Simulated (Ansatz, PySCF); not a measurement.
Si(F)(I)2(OH) (FHI₂OSi), SMILES F[Si](I)(I)O. Atoms are numbered in the order given.

```xyz
6

O     -1.6494    -1.5699    -0.4426
Si    -0.6112    -0.5903     0.3574
F     -0.7879    -0.7719     1.9505
I      1.6225    -1.2556    -0.2430
I     -1.0600     1.7499    -0.1095
H     -2.5850    -1.3383    -0.4259
```
Charge 0, spin multiplicity 1.

Geometry: PBE0-D3(BJ)/def2-SVP. The structure was generated by enumeration, and PubChem lists no compound with its InChIKey, so it may never have been made. The def2 effective core potentials stand for the cores of I; spin–orbit coupling is left out. Other conformers were not sampled.

Two levels are set side by side: PBE-D3(BJ)/def2-SVP (Ansatz, a program for electronic structure) and PBE0-D3(BJ)/def2-SVP (Ansatz). Each level has its own optimised geometry; the coordinates shown are those of the second. Frequencies come from the Hessian of PySCF at each geometry. Differences are taken from unrounded values.

```csv
quantity,PBE0-D3(BJ)
mean bond length (Å),1.810
bond O1–Si2 (Å),1.636
bond Si2–F3 (Å),1.613
bond Si2–I4 (Å),2.407
bond Si2–I5 (Å),2.428
bond O1–H6 (Å),0.964
highest harmonic wavenumber (cm⁻¹),3905
mean harmonic wavenumber (cm⁻¹),706
zero-point energy (kcal/mol),12.12
```

Question: What does PBE-D3(BJ) give, and how far is it from PBE0-D3(BJ)? (Estimate from the structure and the level; the computed values follow.)

Answer: 
```
quantity                            PBE-D3(BJ)  PBE-D3(BJ) minus PBE0-D3(BJ)
----------------------------------  ----------  ----------------------------
mean bond length (Å)                     1.828                         0.019
bond O1–Si2 (Å)                          1.656                         0.019
bond Si2–F3 (Å)                          1.630                         0.017
bond Si2–I4 (Å)                          2.428                         0.022
bond Si2–I5 (Å)                          2.452                         0.024
bond O1–H6 (Å)                           0.976                         0.012
highest harmonic wavenumber (cm⁻¹)        3735                          -170
mean harmonic wavenumber (cm⁻¹)            678                           -28
zero-point energy (kcal/mol)             11.63                         -0.49
```

Exact exchange shortens and stiffens bonds; PBE has none. Differences between two approximate levels are no errors against the true value.
